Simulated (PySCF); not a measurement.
Start geometry of `[CH3][Ge@@H]1[CH2]CCC[C@H]1F` from GFN2-xTB (Å):
```
atom  x, y, z in Å
C1     2.9826   -0.3977    0.1101
Ge2    1.0613   -0.2497    0.6593
C3    -0.1719   -1.5669   -0.1972
C4    -1.5678   -1.0957   -0.0769
C5    -1.8440    0.2749   -0.6989
C6    -1.2704    1.4352    0.1367
C7     0.2601    1.4751    0.0600
F8     0.7398    2.5162    0.8609
H9     3.0351   -0.3170   -0.9578
H10    3.5288    0.4489    0.5370
H11    3.4001   -1.3070    0.4473
H12    0.9512   -0.2957    2.1761
H13   -0.0774   -2.5431    0.2485
H14    0.0988   -1.6617   -1.2357
H15   -1.8964   -1.0807    0.9804
H16   -2.2501   -1.8101   -0.5650
H17   -1.4104    0.3218   -1.6957
H18   -2.9277    0.4411   -0.7780
H19   -1.6773    2.3741   -0.2117
H20   -1.5841    1.3193    1.1905
H21    0.5484    1.7409   -0.9669
```

Problem. What comes out of this run: PBE0-D3(BJ)/def2-SVP geometry optimisation, gas phase in PySCF?

Solution. 
```
atom  x, y, z in Å
C1     2.843   -0.779   -0.261
Ge2    1.095   -0.360    0.493
C3    -0.356   -1.503   -0.176
C4    -1.720   -0.884    0.135
C5    -1.903    0.543   -0.384
C6    -1.014    1.596    0.280
C7     0.459    1.432   -0.043
F8     1.193    2.430    0.582
H9     2.802   -0.761   -1.361
H10    3.584   -0.038    0.071
H11    3.182   -1.776    0.059
H12    1.140   -0.407    2.037
H13   -0.275   -2.516    0.250
H14   -0.227   -1.612   -1.267
H15   -1.887   -0.887    1.227
H16   -2.519   -1.518   -0.289
H17   -1.733    0.557   -1.477
H18   -2.955    0.839   -0.243
H19   -1.331    2.607   -0.033
H20   -1.147    1.558    1.376
H21    0.607    1.549   -1.134
```

The energy falls by 0.217 eV over 9 energy and gradient evaluations, the largest force component goes from 0.0327 to 2.7e-04 Eh/bohr, and the atoms move by 0.084 Å rms after alignment. The bond that changes most is C1–Ge2 (ends: sp3 carbon bound to germanium; germanium bonded to 3 C and H), which shortens by 0.055 Å. Bonds longer at the end by more than 0.005 Å: 10 of 21; shorter: 6. Among the angles that change most is Ge2–C7–H21, from 112.6° to 108.7°. Rotational constants go from 1810, 1372, 866.2 to 1820, 1388, 868.9 MHz. The orientation of the end geometry is arbitrary; only internal coordinates are fixed.

The run used 195 basis functions and 54 SCF cycles in all. On an Intel Xeon at 2.50 GHz with one thread, shared host, this took 7.6 min wall and 0.91 GiB of memory at its peak.

No PBE0-D3(BJ)/def2-SVP frequencies stand behind this structure, so it isn't proved a minimum. The numbers are those of one conformer.
